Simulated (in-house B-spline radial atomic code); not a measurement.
Be+ is squeezed into an impenetrable sphere of radius R (the orbitals vanish at R). No spin polarisation. Caution: exact exchange at fractional occupations of open shells leaves self-interaction of up to several eV. Level of theory: non-relativistic B3LYP, spherical fractional occupations, point nucleus; calculated with a B-spline radial code for spherical atoms.

Energies in eV above the free ion in [He] 2s1:

| R (bohr) | highest level (eV) | [He] 2s1 | [He] 2p1 | -dE/dV in [He] 2s1 (GPa) |
| --- | --- | --- | --- | --- |
| 9.55 | -13.8 | 0.0002637 | 4.176 | 0.000433 |
| 5.54 | -13.4 | 0.188 | 4.54 | 0.792 |
| 5.12 | -13.2 | 0.3512 | 4.774 | 1.7 |
| 3.95 | -11.1 | 1.899 | 6.51 | 14.9 |
| 3.87 | -10.8 | 2.129 | 6.738 | 17.4 |
| 3.2 | -6.72 | 5.574 | 9.838 | 68.3 |
| 2.68 | 0.635 | 12.11 | 14.97 | 223 |
| 2.1 | 21 | 30.92 | 27.85 | 1040 |
| 1.69 | 57.1 | 65.42 | 49.08 | 3860 |
| 1.49 | 90.5 | 98.42 | 68.48 | 8180 |

Does [He] 2p1 fall below [He] 2s1 under compression?

Yes, between R = 2.68 and 2.1 bohr the order changes (near 2.4 bohr by linear interpolation).

The highest level is first positive in the row R = 2.68 bohr, pushed up by confinement above the zero of the free ion's potential. Each configuration is held fixed and needn't be the lowest in the sphere.
